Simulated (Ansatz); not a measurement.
The same molecule with X = V, Nb, Ta. Ansatz, PBE0-D4/def2-TZVP geometries, multiplicity 1. Each molecule was computed in one conformer, which needn't be the lowest.

Elements past krypton have def2 core potentials. Scalar relativity is left out up to krypton.

| X | molecule | mean X–F bond length / Å | mean X–N bond length / Å | HOMO–LUMO gap (B3LYP/def2-TZVPP) / eV | HOMO energy (B3LYP/def2-TZVPP) / eV | LUMO energy (PBE0/def2-TZVPP) / eV |
| --- | --- | --- | --- | --- | --- | --- |
| V | `[NH]=[V]([NH2])([F])[F]` | 1.743 | 1.702 | 5.59 | -8.30 | -2.42 |
| Nb | `[NH]=[Nb]([NH2])([F])[F]` | 1.882 | 1.846 | 6.53 | -7.96 | -1.17 |

Q: Give the row for X = Ta, `[NH]=[Ta]([NH2])([F])[F]`. (An estimate is asked.)

A: Ansatz gave: 
```tsv
X	molecule	mean X–F bond length / Å	mean X–N bond length / Å	HOMO–LUMO gap (B3LYP/def2-TZVPP) / eV	HOMO energy (B3LYP/def2-TZVPP) / eV	LUMO energy (PBE0/def2-TZVPP) / eV
Ta	`[NH]=[Ta]([NH2])([F])[F]`	1.890	1.863	6.80	-7.73	-0.65
```

From V to Ta the mean X–F bond length rises at each step, by 0.147 Å in all; the mean X–N bond length rises at each step, by 0.161 Å in all; the HOMO–LUMO gap (B3LYP/def2-TZVPP) rises at each step, by 1.21 eV in all; the HOMO energy (B3LYP/def2-TZVPP) rises at each step, by 0.57 eV in all; the LUMO energy (PBE0/def2-TZVPP) rises at each step, by 1.77 eV in all.

B3LYP here is the variant with VWN-RPA as its local correlation; programs differ in this.
